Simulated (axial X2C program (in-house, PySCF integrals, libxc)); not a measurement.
**What spin–orbit coupling does to TaSe⁺**

Computed with an in-house all-electron X2C program for linear molecules (integrals from PySCF). Spin-free means the one-electron spin-free X2C Hamiltonian; two-component (2c) means X2C with spin–orbit coupling and atomic mean-field two-electron Coulomb and Gaunt terms, so the difference of the two also holds small scalar two-electron terms. Basis: Ta dyall-cv3z [13s14p9d7f4g], Se dyall-cv3z [8s9p6d4f1g] (cores contracted in-house); Gaussian nuclei, density fitting, unrestricted open shells. Masses: Ta 180.948 u, Se 79.917 u.

Spin-free state: M_S = 1, Λ = 2 (beyond evenly filled blocks: σα, δ+α); fragments Ta+ + Se.

| level | Re (Å) | ωe (cm⁻¹) | De (eV) | μ (D) |
| --- | --- | --- | --- | --- |
| PBE0 | 2.206 | 379.7 | 4.821 | -3.88 |
| BLYP | 2.244 | 355.3 | 5.437 | -3.17 |

Dipoles are positive if Se is the positive end and refer to the centre of mass.

Two-component determinant lowest at the distance of the search:

Ω = 1 (⟨Sz⟩ = -0.99, ⟨Lz⟩ = 1.99 at PBE0); fragments Ta+ + Se.

| level | Re (Å) | ωe (cm⁻¹) | μ (D) |
| --- | --- | --- | --- |
| PBE0 | 2.208 | 376.9 | -3.90 |
| BLYP | 2.247 | 352.4 | -3.20 |

Problem. From the two tables, how do the constants change at the PBE0 level (2c against spin-free)?

Solution. At the PBE0 level Re increases by 0.002 Å and ωe goes down by 2.8 cm⁻¹.

The state is one determinant whose occupation by symmetry is held fixed; it was picked as the lowest of a PBE0 search that is not exhaustive. De is counted from the lowest determinant-based energies of the atoms at the same level, without counterpoise correction. De is not given where an atomic determinant may have missed its ground term or J level, or where the truncated virtual space spoils (T). Density functionals use the spin component along the axis (collinear). Other states lie close and PBE0, whose exact exchange favours high spin, may order them wrongly; the determinant shown need not be the ground state. The nearest other spin-free determinant of the search, M_S = 0, Λ = 0, lies 0.67 eV up at the distance of the search. The functionals have no current-density term, which raises determinants with orbital currents, atoms included. With several unpaired electrons one determinant need not be a pure state. The determinant is spin-polarised beyond a pure state at some levels (its spin-free form has ⟨S²⟩ too high), which makes Re and μ there less reliable.
